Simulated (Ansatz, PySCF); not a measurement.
Sites of protonation at heteroatoms (carbon was not tried) of CNB(O)O:

A. CNB(O)O [methylaminoboronic acid] + H+ → CNB(O)[OH2+]
B. CNB(O)O [methylaminoboronic acid] + H+ → C[NH2+]B(O)O

Quantity: proton affinity (enthalpy at 298 K, with B3LYP-D3(BJ) rigid-rotor harmonic-oscillator terms), kcal/mol. Structures are relaxed separately at B3LYP-D3(BJ)/def2-TZVP in Ansatz (a quantum-chemistry and plane-wave program), one conformer each, not searched for the lowest. Frequencies are from Ansatz or PySCF. Correlated levels leave the core frozen unless marked. Spin-orbit coupling is left out. No relativistic terms. CBS marks a two-point X^-3 extrapolation of the correlation energy; Hartree-Fock from the larger set. Positive means that the reaction releases energy.

```json
[
 {"": "A", "HF/6-31G* (Ansatz)": "192.6", "BLYP-D4/def2-TZVPD (Ansatz + dftd4)": "187.5", "revPBE-D4/def2-TZVPD (Ansatz + dftd4)": "189.1", "CCSD(T)/CBS(cc-pVTZ,cc-pVQZ) (Ansatz)": "(withheld)"},
 {"": "B", "HF/6-31G* (Ansatz)": "222.5", "BLYP-D4/def2-TZVPD (Ansatz + dftd4)": "213.1", "revPBE-D4/def2-TZVPD (Ansatz + dftd4)": "215.3", "CCSD(T)/CBS(cc-pVTZ,cc-pVQZ) (Ansatz)": "(withheld)"}
]
```

Question: What belongs in the gaps?

Answer: 
- A, CCSD(T)/CBS(cc-pVTZ,cc-pVQZ) (Ansatz): 189.1
- B, CCSD(T)/CBS(cc-pVTZ,cc-pVQZ) (Ansatz): 215.2
